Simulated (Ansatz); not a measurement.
Consider the ligand exchange at a Mg–O bond: `[OH][Mg][N]([SiH3])[SiH3]` + `[SiH3]N[SiH3]` → `[SiH3][N]([SiH3])[Mg][N]([SiH3])[SiH3]` + H₂O.

Isolated molecules relaxed with PBE0-D4/def2-TZVP in Ansatz; ΔE leaves out vibrations. CCSD(T)/CBS adds triple-zeta CCSD(T) − MP2 to the extrapolated MP2 energy (def2 sets, frozen cores). This one scheme is used for every species. DFT in def2-TZVPP. For Mg outer-core shells are correlated without core-valence functions, which leaves a few kJ/mol of doubt a bond. One conformer a species, not always the lowest.

`[OH][Mg][N]([SiH3])[SiH3]`:

```xyz
12

O     3.199    0.300    1.257
Mg    1.565    0.165    0.631
N    -0.201   -0.028   -0.089
Si   -1.285   -1.036    0.767
Si   -0.558    0.821   -1.530
H     3.983    0.554    1.723
H    -2.495   -0.322    1.267
H    -1.758   -2.211   -0.021
H    -0.549   -1.564    1.963
H     0.678    1.574   -1.920
H    -1.659    1.816   -1.378
H    -0.920   -0.067   -2.672
```

`[SiH3]N[SiH3]`:

Cartesian coordinates in Å:
```
Si -0.471 1.229 -0.839
N 0.373 0.344 0.379
Si 0.335 -1.349 0.711
H -1.468 0.312 -1.444
H 0.433 1.735 -1.909
H -1.162 2.411 -0.254
H 1.020 0.883 0.938
H -0.764 -1.934 -0.095
H 0.092 -1.602 2.157
H 1.612 -2.030 0.355
```

`[SiH3][N]([SiH3])[Mg][N]([SiH3])[SiH3]`:

Cartesian coordinates in Å:
```
Si -0.417 0.321 3.256
N 0.426 0.565 1.789
Si 1.893 1.386 1.526
Mg 0.000 0.001 0.000
N -0.428 -0.561 -1.790
Si 0.404 -0.300 -3.260
Si -1.880 -1.406 -1.522
H 0.389 -0.434 4.259
H -0.825 1.604 3.900
H -1.655 -0.465 2.980
H 2.080 1.235 0.022
H 3.101 0.795 2.166
H 1.889 2.848 1.809
H 1.637 0.494 -2.987
H 0.817 -1.575 -3.916
H -0.415 0.455 -4.253
H -2.061 -1.264 -0.016
H -1.854 -2.867 -1.810
H -3.101 -0.832 -2.153
```

H₂O:

Z-matrix (Å, degrees):
```
O
H 1 0.960
H 1 0.960 2 105.1
```

```json
{"level": "LDA (SPW92)", "ΔE (eV)": "0.19"}
{"level": "CCSD/def2-TZVPP", "ΔE (eV)": "0.23"}
```

Task: What does CCSD(T)/CBS give? (Best estimate.)

Result: Computed: +0.12 eV. The listed levels differ from it by 0.07, 0.11 eV.

Largest T1 diagnostic among the species: 0.011.

At CCSD(T), def2-SVP lies +0.24 eV from the extrapolated value and def2-TZVPP +0.06 eV. In def2-TZVPP, CCSD(T) changes the Hartree–Fock value by −0.26 eV (the triples alone add −0.05 eV) and MP2 by −0.24 eV. Leaving LDA and LC-ωPBE aside and taking each functional with its dispersion term where it has one, the values, not all of them listed here, spread over 0.19 eV, from revPBE-D4 to B2PLYP. LDA lies −0.07 eV from PBE without D4.
